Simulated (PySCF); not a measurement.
# [Ta(CH3)5] (charge 0, multiplicity 1)

Level of theory: TPSSh-D3(BJ)/def2-TZVP // PBE-D3(BJ)/def2-SVP (PySCF).

```
Property                                                Result
-------------------------------------  -----------------------
HOMO                                                  -6.50 eV
dipole moment                                           1.32 D
HOMO–LUMO gap                                          4.50 eV
LUMO                                                  -2.00 eV
charge on the central atom (Mulliken)                   1.18 e
total energy                                      -256.6654 Ha
cost                                   roughly 22 core-minutes
```

Bonds (Å): Ta1–C2 2.185, Ta1–C6 2.186, Ta1–C10 2.185, Ta1–C14 2.157, Ta1–C18 2.186, C2–H3 1.113, C2–H4 1.109, C2–H5 1.113, C6–H7 1.113, C6–H8 1.109, C6–H9 1.113, C10–H11 1.113, C10–H12 1.113, C10–H13 1.110, C14–H15 1.114, C14–H16 1.114, C14–H17 1.114, C18–H19 1.113, C18–H20 1.109, C18–H21 1.114. Angles (°): C2–Ta1–C6 81.5, C2–Ta1–C10 81.6, C2–Ta1–C14 112.5, C2–Ta1–C18 134.9, C6–Ta1–C10 134.8, C6–Ta1–C14 112.9, C6–Ta1–C18 81.5, C10–Ta1–C14 112.2, C10–Ta1–C18 81.6, C14–Ta1–C18 112.5, Ta1–C2–H3 108.3, Ta1–C2–H4 115.5, Ta1–C2–H5 109.1, H3–C2–H4 108.0, H3–C2–H5 107.6, H4–C2–H5 108.1, Ta1–C6–H7 108.8, Ta1–C6–H8 115.3, Ta1–C6–H9 108.7, H7–C6–H8 108.1, H7–C6–H9 107.6, H8–C6–H9 108.1, Ta1–C10–H11 108.6, Ta1–C10–H12 108.8, Ta1–C10–H13 115.5, H11–C10–H12 107.6, H11–C10–H13 108.0, H12–C10–H13 108.0, Ta1–C14–H15 111.4, Ta1–C14–H16 111.5, Ta1–C14–H17 111.4, H15–C14–H16 107.4, H15–C14–H17 107.5, H16–C14–H17 107.4, Ta1–C18–H19 109.2, Ta1–C18–H20 115.5, Ta1–C18–H21 108.2, H19–C18–H20 108.1, H19–C18–H21 107.6, H20–C18–H21 108.0.
